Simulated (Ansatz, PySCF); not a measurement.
FH6NSi2, SMILES N([SiH3])[SiH2]F. Atoms are numbered in the order given.

```xyz
10

Si     1.0132    -0.8093    -0.2009
F      2.1682     0.0379     0.5729
N     -0.2898     0.1859    -0.7205
Si    -1.7309     0.6357     0.1611
H      0.4938    -1.8074     0.7675
H      1.6711    -1.4134    -1.3892
H     -0.1447     0.6668    -1.6055
H     -2.9512     0.4154    -0.6734
H     -1.7211     2.0711     0.5805
H     -1.7818    -0.2315     1.3731
```
Charge 0, spin multiplicity 1.

Geometry optimised at PBE0-D3(BJ)/def2-SVP. Other conformers were not sampled.

Two levels are set side by side: PBE-D3(BJ)/def2-SVP (Ansatz, an electronic-structure program) and PBE0-D3(BJ)/def2-SVP (Ansatz). Each level has its own optimised geometry; the coordinates shown are those of the second. Frequencies come from the Hessian of PySCF at each geometry. Differences are taken from unrounded values.

```
quantity                            PBE0-D3(BJ)  PBE-D3(BJ)  PBE-D3(BJ) minus PBE0-D3(BJ)
----------------------------------  -----------  ----------  ----------------------------
mean bond length (Å)                      1.507       1.519                         0.012
bond Si1–F2 (Å)                           1.628       1.643                         0.015
bond Si1–N3 (Å)                           1.720       1.733                         0.014
bond N3–Si4 (Å)                           1.748       1.761                         0.013
bond Si1–H5 (Å)                           1.485       1.496                         0.011
bond Si1–H6 (Å)                           1.487       1.498                         0.012
bond N3–H7 (Å)                            1.018       1.026                         0.008
bond Si4–H8 (Å)                           1.495       1.506                         0.011
bond Si4–H9 (Å)                           1.495       1.507                         0.011
bond Si4–H10 (Å)                          1.491       1.501                         0.010
highest harmonic wavenumber (cm⁻¹)         3612        3497                          -115
mean harmonic wavenumber (cm⁻¹)            1138        1100                           -38
zero-point energy (kcal/mol)              39.06       37.75                         -1.32
```

Exact exchange shortens and stiffens bonds; PBE has none. Differences between two approximate levels are no errors against the true value.
